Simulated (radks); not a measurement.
The zinc ion Zn4+, configuration [Ar] 3d8. Calculated with a radial shooting solver on a logarithmic mesh with Libxc functionals: scalar-relativistic Kohn-Sham, PBE, spin-polarised, spherical densities, finite nucleus; open shells are filled with parallel spins first; Fermi nuclear charge, rms radius 3.9283 fm.

Radial electron density D(r) = 4 pi r^2 rho(r):

r (bohr)  D(r) (e/bohr)   spin D(r)
0.003821          3.029  -0.0000920
0.004858          4.547   -0.000138
0.006176          6.711   -0.000203
0.007788          9.580   -0.000289
0.009901          13.48   -0.000406
0.01249           18.17   -0.000544
0.01587           23.72   -0.000706
0.02002           29.19   -0.000862
0.02545           33.92   -0.000990
0.03209           36.44    -0.00103
0.0408            36.06   -0.000876
0.05186           33.10   -0.000110
0.06541           29.98     0.00260
0.08315           29.72      0.0121
0.1049            33.90      0.0395
0.1333            40.06       0.114
0.1681            41.86       0.278
0.2137            35.54       0.605
0.2695            25.30        1.11
0.3426            19.30        1.78
0.4356            21.17        2.40
0.5493            24.13        2.62
0.6983            21.38        2.31
0.8806            13.98        1.65
1.119             6.599       0.905
1.412             2.403       0.384
1.795            0.6294       0.111
2.263            0.1217      0.0217
2.877           0.01328     0.00213

D(r) has 3 maxima, at r = 0.0350, 0.159, 0.563 bohr, and minima at 0.0749, 0.359 bohr, inside which lie 2.09, 10.89 electrons.
